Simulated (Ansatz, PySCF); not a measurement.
Gas-phase reaction in SMILES: [SiH3]OCCO[SiH3] + 5 [H][H] (H2) → 2 C (CH4) + 2 O (H2O) + 2 [SiH4] (SiH4)
Structures are relaxed separately at B3LYP-D3(BJ)/def2-TZVP in Ansatz (a program for electronic structure), one conformer each, not searched for the lowest. Frequencies are from Ansatz or PySCF.
Geometry of the first species:
```
C
H 1 1.0954
H 1 1.0954 2 108.10
O 1 1.4191 2 110.92 3 -121.81
C 1 1.5163 2 109.42 3 119.08
H 5 1.0954 1 109.42 2 -180.00
H 5 1.0954 6 108.10 1 119.08
O 5 1.4191 6 110.92 7 121.81
Si 4 1.6471 1 123.64 2 60.07
Si 8 1.6471 5 123.64 6 -60.07
H 9 1.4757 4 106.33 1 -180.00
H 10 1.4757 8 106.33 5 180.00
H 9 1.4847 11 110.43 4 -120.22
H 10 1.4847 12 110.43 8 120.22
H 9 1.4847 11 110.43 13 -119.55
H 10 1.4847 12 110.43 14 119.55
```
Charge 0, spin multiplicity 1.

Property: energy of full hydrogenation (0 K, with B3LYP-D3(BJ) harmonic zero-point energies), in kJ/mol. Cores are frozen in the correlated levels unless marked. Spin-orbit coupling is left out. No relativistic terms. CBS(X,Y): correlation extrapolated as X^-3; Hartree-Fock from the larger set.

Level to compare with: CCSD(T)/CBS(cc-pV(T+d)Z,cc-pV(Q+d)Z) (Ansatz), -79.3 kJ/mol. It is a level with limits of its own, and the differences hold the functionals' basis error too.

### Question
Rank these functionals by how close they come to CCSD(T)/CBS(cc-pV(T+d)Z,cc-pV(Q+d)Z), closest first: BLYP/def2-TZVPD (Ansatz); CAM-B3LYP/def2-TZVPD (Ansatz); PBE0/def2-TZVPD (Ansatz).

### Answer
CAM-B3LYP/def2-TZVPD (range-separated hybrid, -94.6 kJ/mol, difference -15.3), BLYP/def2-TZVPD (GGA, -103.1 kJ/mol, difference -23.8), PBE0/def2-TZVPD (global hybrid, -114.0 kJ/mol, difference -34.7)
